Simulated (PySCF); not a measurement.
Species: C6H13PS.
SMILES with atom numbers: `[CH2:1]=[CH:2][P@@:3]([CH3:4])(=[S:5])[CH:6]([CH3:7])[CH3:8]` (hydrogens: H9, H10 on C1; H11 on C2; H12, H13, H14 on C4; H15 on C6; H16, H17, H18 on C7; H19, H20, H21 on C8)

The same species was optimised twice, with GFN2-xTB and with PBE0-D3(BJ)/def2-SVP (PySCF), and the same property calculations (PySCF, gas phase) were run on both structures.

```tsv
coordinate	GFN2-xTB	PBE0-D3(BJ)/def2-SVP	change
P3=S5 (Å)	1.937	1.956	+0.019
P3–C4 (Å)	1.841	1.822	-0.019
P3–C6 (Å)	1.867	1.851	-0.016
C1=C2 (Å)	1.321	1.333	+0.012
C2–P3 (Å)	1.821	1.815	-0.006
C6–C8 (Å)	1.522	1.524	+0.002
C6–C7 (Å)	1.522	1.523	+0.001
P3–C6–C7 (°)	107.5	109.5	+2.0
P3–C6–C8 (°)	108.9	110.2	+1.3
S5–P3–C6 (°)	115.3	114.2	-1.1
C2–P3–C4 (°)	102.3	103.4	+1.1
C2–P3–C6 (°)	103.0	104.0	+1.0
C2–P3–S5 (°)	115.5	114.6	-0.9
C1–C2–P3 (°)	120.4	121.2	+0.8
C7–C6–C8 (°)	111.5	112.0	+0.5
C1–C2–P3–C4 (°)	-127	-126	+1
C2–P3–C6–C7 (°)	-68	-64	+4
```

Rotational constants: A = 1613, B = 1174, C = 1093 MHz (GFN2-xTB) against A = 1605, B = 1173, C = 1083 MHz (PBE0-D3(BJ)/def2-SVP). Point groups within 0.08 Å: C1 and C1.

On the GFN2-xTB structure: HOMO (eV) -6.40 [PBE0/pcSseg-1]; LUMO (eV) -0.63 [PBE0/pcSseg-1]; dipole (D) 4.32 [PBE0/pcSseg-1]; GIAO shielding of C1 (ppm) 41.7 [PBE0/pcSseg-1]; GIAO shielding of C2 (ppm) 45.2 [PBE0/pcSseg-1]; GIAO shielding of P3 (ppm) 284.5 [PBE0/pcSseg-1]; GIAO shielding of C4 (ppm) 163.1 [PBE0/pcSseg-1]; GIAO shielding of S5 (ppm) 835.8 [PBE0/pcSseg-1]; GIAO shielding of C6 (ppm) 150.8 [PBE0/pcSseg-1]; GIAO shielding of C7 (ppm) 169.7 [PBE0/pcSseg-1]; GIAO shielding of C8 (ppm) 170.7 [PBE0/pcSseg-1].

Q: What do these properties become on the PBE0-D3(BJ)/def2-SVP structure?

A: 
```
                                    property          level  on GFN2-xTB  on PBE0-D3(BJ)/def2-SVP  change
                                   HOMO (eV)  PBE0/pcSseg-1        -6.40                    -6.30   +0.10
                                   LUMO (eV)  PBE0/pcSseg-1        -0.63                    -0.73   -0.10
                                  dipole (D)  PBE0/pcSseg-1         4.32                     4.51   +0.19
energy, GFN2-xTB geometry as zero (kcal/mol)  PBE0/pcSseg-1          0.0                     -1.1    -1.1
                  GIAO shielding of C1 (ppm)  PBE0/pcSseg-1         41.7                     36.8    -4.9
                  GIAO shielding of C2 (ppm)  PBE0/pcSseg-1         45.2                     44.3    -0.9
                  GIAO shielding of P3 (ppm)  PBE0/pcSseg-1        284.5                    282.8    -1.7
                  GIAO shielding of C4 (ppm)  PBE0/pcSseg-1        163.1                    163.0    -0.1
                  GIAO shielding of S5 (ppm)  PBE0/pcSseg-1        835.8                    824.7   -11.1
                  GIAO shielding of C6 (ppm)  PBE0/pcSseg-1        150.8                    151.4    +0.6
                  GIAO shielding of C7 (ppm)  PBE0/pcSseg-1        169.7                    167.8    -1.9
                  GIAO shielding of C8 (ppm)  PBE0/pcSseg-1        170.7                    168.5    -2.2
```

The heavy atoms differ by 0.031 Å rms after alignment. Among bonds between heavy atoms P3–C4 and P3=S5 change most and about equally (-0.019 to +0.019 Å). Changes are differences of the printed values. Neither structure is proved a minimum here.

The values belong to the conformer `[CH2:1]=[CH:2][P@@:3]([CH3:4])(=[S:5])[CH:6]([CH3:7])[CH3:8]`: C1–C2–P3–C4 -126°, C2–P3–C6–C7 -64°.
